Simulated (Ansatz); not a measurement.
Basis-set series for AlH6O3P, SMILES `[OH][Al-]([OH])([OH])[PH3+]`. Charge 0, multiplicity 1. The geometry is a stationary point of PBE0-D4/def2-TZVP. It is one conformer, not always the lowest.

```xyz
11

O    -1.167    1.554   -0.614
Al   -0.185    0.715    0.510
O     1.423    1.257    0.740
O    -0.952   -0.110    1.799
P     0.338   -1.312   -0.935
H    -0.851    2.347   -1.043
H     1.854    1.163    1.587
H    -1.896   -0.041    1.930
H     1.062   -1.132   -2.131
H     1.101   -2.364   -0.389
H    -0.726   -2.078   -1.453
```

```
functional       basis  functions  energy (Eh)  HOMO (eV)  LUMO (eV)
   PBE0-D4  def2-TZVPP        261   -812.88509      -7.96       0.04
   PBE0-D4  def2-QZVPP        491   -812.91859      -8.04      -0.14
   ωB97M-V  def2-TZVPP        261   -813.25653     -10.31       1.76
   ωB97M-V  def2-QZVPP        491   -813.28841     -10.39       1.09
```

Question: Give the rows for def2-SVP. (Best estimate.)

Answer: Computed: 
```tsv
functional	basis	functions	energy (Eh)	HOMO (eV)	LUMO (eV)
PBE0-D4	def2-SVP	108	-812.38180	-7.67	0.41
ωB97M-V	def2-SVP	108	-812.74666	-10.01	2.28
```

Positive LUMOs are unbound and depend on the basis.
